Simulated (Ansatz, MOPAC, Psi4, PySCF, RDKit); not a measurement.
Pair of molecules: C2H2 (SMILES C#C) (first 4 atoms) with H2S (SMILES S); geometry from B3LYP-D3(BJ)/def2-TZVP, rigid monomers moved along the line of their centres of mass till C2···H7 is 3.69 Å.
(charge 0, multiplicity 1):
```xyz
7

C     -0.512     0.752     0.169
C     -0.538    -0.438     0.042
H     -0.489     1.809     0.282
H     -0.559    -1.495    -0.070
S      1.382    -0.487     4.672
H      0.128    -0.502     5.152
H      0.959    -0.289     3.411
```

| level | interaction energy (kcal/mol) | minus CCSD(T)/CBS(aug-cc-pV(D+d)Z, aug-cc-pV(T+d)Z) |
|---|---|---|
| MMFF94 | -0.48 | 0.30 |
| UFF | -0.32 | 0.45 |
| PM3 | -0.20 | 0.57 |
| PM6 | -0.26 | 0.52 |
| PM7 | -0.59 | 0.19 |
| HF/6-31G* | -0.48 | 0.30 |
| HF/aug-cc-pV(T+d)Z | -0.48 | 0.29 |
| PBE/def2-TZVPPD | -0.66 | 0.12 |
| r2SCAN/def2-TZVPPD | -0.64 | 0.14 |
| r2SCAN-D4/def2-TZVPPD | -0.79 | -0.02 |
| B3LYP/3-21G (no counterpoise) | -0.71 | 0.07 |
| PBE0-D3(BJ)/def2-TZVPPD | -0.92 | -0.14 |
| PBE0-D4/def2-TZVPPD | -0.89 | -0.12 |
| SCS-MP2/aug-cc-pV(D+d)Z | -0.69 | 0.09 |
| SCS-MP2/aug-cc-pV(T+d)Z | -0.71 | 0.06 |
| CCSD/aug-cc-pV(D+d)Z | -0.68 | 0.09 |
| CCSD(T)/aug-cc-pV(D+d)Z | -0.73 | 0.05 |
| CCSD(T)/aug-cc-pV(T+d)Z | -0.75 | 0.02 |
| CCSD(T)/CBS(aug-cc-pV(D+d)Z, aug-cc-pV(T+d)Z) | -0.77 | 0.00 |
| SAPT0/jun-cc-pV(D+d)Z | -0.74 | 0.03 |

 The comparison column counts from a level with limits of its own.

The rows run from -0.92 (PBE0-D3(BJ)/def2-TZVPPD) to -0.20 kcal/mol (PM3). From aug-cc-pV(D+d)Z to aug-cc-pV(T+d)Z CCSD(T) changes by -0.03. The dispersion term adds -0.16 in r2SCAN-D4.

Interaction energies are E(AB) − E(A) − E(B) at the monomers' geometry in the complex; basis-set methods are counterpoise corrected. Rows marked so take none. RDKit's UFF carries no charges.

Correlated levels freeze the cores. CBS: X⁻³ extrapolation of the correlation energy, Hartree–Fock from the larger set. Rows in 3-21G, 6-31G* carry no dispersion term and start afresh at each structure (6-31G* with six Cartesian d functions). The state that PM3, PM6, PM7 reach isn't checked; PM7 holds dispersion and hydrogen-bond terms.

Run with Ansatz (a quantum-chemistry and plane-wave program) with Gaussian orbitals; MOPAC for PM3, PM6, PM7 (differences of heats of formation); Psi4 for SAPT; PySCF for 3-21G rows, 6-31G* rows, the dispersion terms; RDKit for the force fields. Values without a source in brackets are computed.
